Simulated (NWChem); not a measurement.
Program: NWChem. System: H3O4Si, charge 0, spin multiplicity 2, at a geometry optimised with UPBE/def2-SVP. The structure started from a generated list of species. Its SCF solution wasn't tested for a lower state. Level: UMP2/def2-TZVP, 9 core orbitals frozen.

Output (cleaned and shortened):

```
             Northwest Computational Chemistry Package (NWChem) 7.3.0
             --------------------------------------------------------

                                NWChem Input Module
                                -------------------

 Scaling coordinates for geometry "geometry" by  1.889725989
 (inverse scale =  0.529177249)

                             Geometry "geometry" -> ""
                             -------------------------

 Output coordinates in angstroms (scale by  1.889725989 to convert to a.u.)

  No.       Tag          Charge          X              Y              Z
 ---- ---------------- ---------- -------------- -------------- --------------
    1 O                    8.0000    -1.14480800     0.87752300     0.88860900
    2 Si                  14.0000    -0.04320500     0.02952000    -0.01549000
    3 O                    8.0000    -0.77862300    -1.14666200    -0.92908200
    4 O                    8.0000     0.92172900     0.88131400    -1.06448200
    5 O                    8.0000     0.91706400    -0.58232000     1.22263800
    6 H                    1.0000    -0.47492000    -1.16925100    -1.85423900
    7 H                    1.0000     1.31581100     1.69396000    -0.70297300
    8 H                    1.0000     0.44109300    -1.17683500     1.83260000

 Effective nuclear repulsion energy (a.u.)     252.7699391586

            Nuclear Dipole moment (a.u.)
            ----------------------------
        X                 Y               Z
 ---------------- ---------------- ----------------
     0.0000188973    -0.0000113384    -0.0000151178


 Summary of "ao basis" -> "" (spherical)
 ------------------------------------------------------------------------------
       Tag                 Description            Shells   Functions and Types
 ---------------- ------------------------------  ------  ---------------------
 *                         def2-tzvp                  on all atoms

 Summary of "ao basis" -> "ao basis" (spherical)
 ------------------------------------------------------------------------------
       Tag                 Description            Shells   Functions and Types
 ---------------- ------------------------------  ------  ---------------------
 O                         def2-tzvp                11       31   5s3p2d1f
 Si                        def2-tzvp                13       37   5s5p2d1f
 H                         def2-tzvp                 4        6   3s1p

                                 NWChem SCF Module
                                 -----------------

  ao basis        = "ao basis"
  functions       =   179
  atoms           =     8
  alpha electrons =    25
  beta  electrons =    24
  charge          =   0.00
  wavefunction    = UHF
  use symmetry    = F
  symmetry adapt  = F

 Summary of "ao basis" -> "ao basis" (spherical)
 ------------------------------------------------------------------------------
       Tag                 Description            Shells   Functions and Types
 ---------------- ------------------------------  ------  ---------------------
 O                         def2-tzvp                11       31   5s3p2d1f
 Si                        def2-tzvp                13       37   5s5p2d1f
 H                         def2-tzvp                 4        6   3s1p

 Forming initial guess at       0.1s

 Starting SCF solution at       0.1s

 ----------------------------------------------
         Quadratically convergent UHF

 Convergence threshold     :          1.000E-07
 Maximum no. of iterations :          100
 Integral*density screening:          1.000E-09
 ----------------------------------------------

              iter       energy          gnorm     gmax       time
             ----- ------------------- --------- --------- --------
                 1     -590.4019090304  8.34D-01  2.03D-01      6.0
                 2     -590.4389591652  1.14D-01  3.39D-02     10.3
                 3     -590.4419380066  9.96D-03  1.51D-03     22.0
  ga_iter_lsolve: convergence stagnant ... aborting solve
                 4     -590.4419856939  6.15D-04  2.62D-04     48.2
  ga_iter_lsolve: convergence stagnant ... aborting solve

 Disabled NR: increased maxiter to 110
[...]
    8 H    1     0.32   0.12  0.17  0.01  0.02

   Mulliken analysis of the spin density
   -------------------------------------

    Atom       Charge   Shell Charges
 -----------   ------   -------------------------------------------------------
    1 O    8     1.00   0.00 -0.00  0.02  0.02 -0.02  0.44  0.44  0.10 -0.00  0.00 -0.00
    2 Si  14    -0.03  -0.00 -0.00  0.00 -0.01 -0.00 -0.00  0.00 -0.01 -0.02 -0.01  0.00  0.00  0.01
    3 O    8     0.01   0.00 -0.00  0.00  0.00  0.00  0.00  0.00 -0.00 -0.00 -0.00 -0.00
    4 O    8    -0.00  -0.00  0.00 -0.00 -0.00  0.00 -0.00 -0.00  0.00 -0.00  0.00 -0.00
    5 O    8     0.03   0.00 -0.00  0.00  0.00 -0.00  0.02  0.01 -0.01  0.00 -0.00 -0.00
    6 H    1    -0.00  -0.00 -0.00  0.00  0.00
    7 H    1     0.00   0.00  0.00  0.00  0.00
    8 H    1    -0.00  -0.00 -0.00  0.00  0.00

       Multipole analysis of the density wrt the origin
       ------------------------------------------------

     L   x y z        total         alpha         beta         nuclear
     -   - - -        -----         -----         ----         -------
     0   0 0 0      0.000000    -25.000000    -24.000000     49.000000

     1   1 0 0      0.205303      1.140559     -0.935275      0.000019
     1   0 1 0      0.114164     -0.730422      0.844597     -0.000011
     1   0 0 1     -0.244160     -0.943869      0.699725     -0.000015

     2   2 0 0    -28.895281    -72.457121    -67.273437    110.835276
     2   1 1 0      1.881091     -3.628186     -7.273429     12.782705
     2   1 0 1      0.362432      2.444845     -0.450016     -1.632397
     2   0 2 0    -23.566457    -69.029148    -66.094928    111.557619
     2   0 1 1     -1.320579     -2.568074     -0.089013      1.336508
     2   0 0 2    -23.419245    -87.603684    -84.159125    148.343564

                   NWChem MP2 Semi-direct Energy/Gradient Module
                   ---------------------------------------------

  Basis functions       =    179
  Molecular orbitals    =    179
  Frozen core           =      9
  Frozen virtuals       =      0
  Active alpha occupied =     16
  Active beta occupied  =     15
  Active alpha virtual  =    154
  Active beta virtual   =    155
  Use MO symmetry       = F
  Use skeleton AO sym   = F

  AO/Fock/Back tols     =   1.0D-09  1.0D-09  1.0D-09

 GA uses MA = F    GA memory limited = T

 Available:
  local mem=  1.26D+08
 global mem=  1.44D+08
 local disk=  0.00D+00
  mp2_memr nvloc                   154
  nvloc new                   154
   1 passes of  16:        5242880                     188514                 129279261.
   1 passes of  16: M    126147948           G      144115118           F     120905068.
  mp2_memr nvloc                   154
  nvloc new                   154
   2 passes of   8:        5242880                     126939                  64667021.
   2 passes of   8: M    126147948           G      144115118           F     120905068.

 Semi-direct pass number   1 of   2  for UHF alpha       at      254.7s
  vrange nnbf                 15425
  mp2_eaftype                   246  avail_ma_in_mb                  1099
 EAF : mp2_eaftype filesize         246   32333510.
  mp2_eaf for mointskh                    246
Node 0 wrote    152.0 Mb in      0.0 s     Agg I/O rate:  3042.0 Mb/s
 Done moints_semi at      265.6s
  mp2_eaftype                   246  avail_ma_in_mb                   853
 EAF : mp2_eaftype filesize         246   32333510.
  mp2_eaf for kh                   246
 Done maket at      266.0s
 Semi-direct pass number   2 of   2  for UHF alpha       at      266.0s
  vrange nnbf                 15425
  mp2_eaftype                   246  avail_ma_in_mb                   853
 EAF : mp2_eaftype filesize         246   32333510.
  mp2_eaf for mointskh                    246
Node 0 wrote    152.0 Mb in      0.0 s     Agg I/O rate:  3381.3 Mb/s
 Done moints_semi at      276.7s
  mp2_eaftype                   246  avail_ma_in_mb                   853
 EAF : mp2_eaftype filesize         246   32333510.
  mp2_eaf for kh                   246
 Done maket at      277.1s
 Done multipass loop at      277.1s

 GA uses MA = F    GA memory limited = T

 Available:
  local mem=  1.26D+08
 global mem=  1.44D+08
 local disk=  0.00D+00
  mp2_memr nvloc                   155
  nvloc new                   155
   1 passes of  15:        5242880                     181567                 121989406.
   1 passes of  15: M    126147948           G      144115118           F     120905068.
  mp2_memr nvloc                   155
  nvloc new                   155
   2 passes of   8:        5242880                     127338                  65086581.
   2 passes of   8: M    126147948           G      144115118           F     120905068.

 Semi-direct pass number   1 of   2  for UHF beta        at      277.2s
  vrange nnbf                 15425
  mp2_eaftype                   248  avail_ma_in_mb                  1099
 EAF : mp2_eaftype filesize         248   32543290.
  mp2_eaf for mointskh                    248
Node 0 wrote    153.0 Mb in      0.0 s     Agg I/O rate:  3398.1 Mb/s
 Done moints_semi at      287.9s
  mp2_eaftype                   248  avail_ma_in_mb                   851
 EAF : mp2_eaftype filesize         248   32543290.
  mp2_eaf for kh                   248
 Done maket at      288.4s
 Semi-direct pass number   2 of   2  for UHF beta        at      288.4s
  vrange nnbf                 15425
  mp2_eaftype                   248  avail_ma_in_mb                   851
 EAF : mp2_eaftype filesize         248   32543290.
  mp2_eaf for mointskh                    248
Node 0 wrote    133.9 Mb in      0.0 s     Agg I/O rate:  3361.5 Mb/s
 Done moints_semi at      299.2s
  mp2_eaftype                   248  avail_ma_in_mb                   851
 EAF : mp2_eaftype filesize         248   32543290.
  mp2_eaf for kh                   248
 Done maket at      299.5s
 Done multipass loop at      299.5s

          -------------------------------------------
          SCF energy                -590.441992992801
          Correlation energy          -1.007725718972
          Singlet pairs                0.000000000000
          Triplet pairs                0.000000000000
          Total MP2 energy          -591.449718711773
          -------------------------------------------

          ---------------------------------------------------
                    Spin Component Scaled (SCS) MP2
          Same spin pairs                     -0.258633484975
          Same spin scaling factor             0.333333333333
          Opposite spin pairs                 -0.749092233998
          Opposite spin scaling fact.          1.200000000000
          SCS-MP2 correlation energy          -0.985121842455
          Total SCS-MP2 energy              -591.427114835256
          ---------------------------------------------------

 -----------------------
 Performance information
 -----------------------

 Timer overhead =  9.65D-08 seconds/call

               Nr. of calls         CPU time (s)                 Wall time (s)                GFlops
             ---------------    -------------------     ------------------------------   -------------------
Name         Min   Avg   Max    Min     Avg     Max     Min     Avg     Max   Mx/calls   Min     Max     Sum
mp2: moin     4     4     4    43.     43.     43.      43.     43.     43.     11.      0.0     0.0     0.0
mp2: make     4     4     4    1.6     1.6     1.6      1.6     1.6     1.6    0.41      0.0     0.0     0.0
mp2: tota     1     1     1    45.     45.     45.      45.     45.     45.     45.      0.0     0.0     0.0

 The average no. of pstat calls per process was 9.00D+00
 with a timing overhead of 8.69D-07s

 Task  times  cpu:      299.5s     wall:      299.5s

 Total times  cpu:      299.5s     wall:      299.5s
```

Question: Write an NWChem input that would produce this output.

Answer: Several could match; the one computed here: 
```
start mol
memory heap 200 mb stack 900 mb global 1100 mb
geometry units angstroms nocenter noautoz noautosym
  O     -1.144808     0.877523     0.888609
  Si    -0.043205     0.029520    -0.015490
  O     -0.778623    -1.146662    -0.929082
  O      0.921729     0.881314    -1.064482
  O      0.917064    -0.582320     1.222638
  H     -0.474920    -1.169251    -1.854239
  H      1.315811     1.693960    -0.702973
  H      0.441093    -1.176835     1.832600
end
basis spherical
  * library def2-tzvp
end
scf
  uhf
  nopen 1
  maxiter 100
  thresh 1e-7
  semidirect memsize 60000000 filesize 0
  # guess.movecs holds the orbitals of an unrestricted PBE0 run
  vectors input guess.movecs output mol.movecs
end
mp2
  freeze core 9
end
task mp2 energy
```
